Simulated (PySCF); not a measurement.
# Field gradients at the hydrogen positions

Compound: C4H7FOSi3.
Numbering: `[CH:1]#[C:2][Si@@:3]1([F:4])[CH:5]=[C:6]([O:7][SiH3:8])[SiH2:9]1` (hydrogens: H10 on C1; H11 on C5; H12, H13, H14 on Si8; H15, H16 on Si9)

Structure used (GFN2-xTB), in Å, numbered top down from 1:
```
atom  x, y, z in Å
C1     3.905   -1.633   -0.276
C2     3.044   -0.800   -0.378
Si3    1.733    0.501   -0.476
F4     2.229    1.433   -1.717
C5    -0.033   -0.130   -0.700
C6    -0.704    0.445    0.316
O7    -2.009    0.317    0.604
Si8   -3.233   -0.470   -0.128
Si9    0.575    1.502    1.277
H10    4.658   -2.364   -0.202
H11   -0.491   -0.793   -1.419
H12   -3.394   -0.007   -1.507
H13   -2.998   -1.916   -0.128
H14   -4.322   -0.066    0.747
H15    0.785    1.057    2.658
H16    0.251    2.932    1.316
```

Level: PBE0/pcSseg-1 (PySCF, non-relativistic); Q(2H) = 0.00286 b; rigid geometry, the same for H and D, with no vibrational averaging.

Question: Rank these positions by the coupling χzz of a deuteron there, largest first.
A. H10 (alkyne hydrogen)
B. H13 (Si–H hydrogen)
C. H14 (Si–H hydrogen)
D. H11 (vinylic hydrogen)

Answer: A (259 kHz), D (226 kHz), C (112 kHz), B (106 kHz).

Tabulate Vzz, the asymmetry η and χzz = 234.96 MHz × Q × Vzz for every hydrogen position.

```json
{"atom": "H10", "bonded to": "C1", "bond length (Å)": "1.052", "Vzz (au)": "0.3858", "η": "0.00", "χzz (kHz)": "259"}
{"atom": "H11", "bonded to": "C5", "bond length (Å)": "1.080", "Vzz (au)": "0.3363", "η": "0.05", "χzz (kHz)": "226"}
{"atom": "H12", "bonded to": "Si8", "bond length (Å)": "1.464", "Vzz (au)": "0.1581", "η": "0.04", "χzz (kHz)": "106"}
{"atom": "H13", "bonded to": "Si8", "bond length (Å)": "1.464", "Vzz (au)": "0.1577", "η": "0.04", "χzz (kHz)": "106"}
{"atom": "H14", "bonded to": "Si8", "bond length (Å)": "1.454", "Vzz (au)": "0.1659", "η": "0.02", "χzz (kHz)": "112"}
{"atom": "H15", "bonded to": "Si9", "bond length (Å)": "1.466", "Vzz (au)": "0.1610", "η": "0.02", "χzz (kHz)": "108"}
{"atom": "H16", "bonded to": "Si9", "bond length (Å)": "1.467", "Vzz (au)": "0.1603", "η": "0.02", "χzz (kHz)": "108"}
```

Average by the element that carries the hydrogen.

on C: 243 kHz over 2 positions, mean bond length 1.066 Å; on Si: 108 kHz over 5 positions, mean bond length 1.463 Å.

Give the 2H NMR doublet splittings at H14 for a magnetic field along the z, y and x axes of the gradient: 3χ/2, 3χ(1 + η)/4, 3χ(1 − η)/4.

With |χ| = 111.5 kHz and η = 0.022: 167, 86 and 82 kHz, to first order and without motion.

One conformer (not necessarily the lowest) at the GFN2-xTB geometry, without solvent, vibrations or thermal averaging. GFN2-xTB bond lengths can be off by several hundredths of an ångström, more for odd bonds, and the gradients follow them. With so small a basis the couplings can be 20 % off.

These values come from a run that also computed NMR shieldings. On one thread of an Arm Neoverse N1, no GPU, shared host, this took 72 s of wall time and 0.93 GiB of memory at its peak.
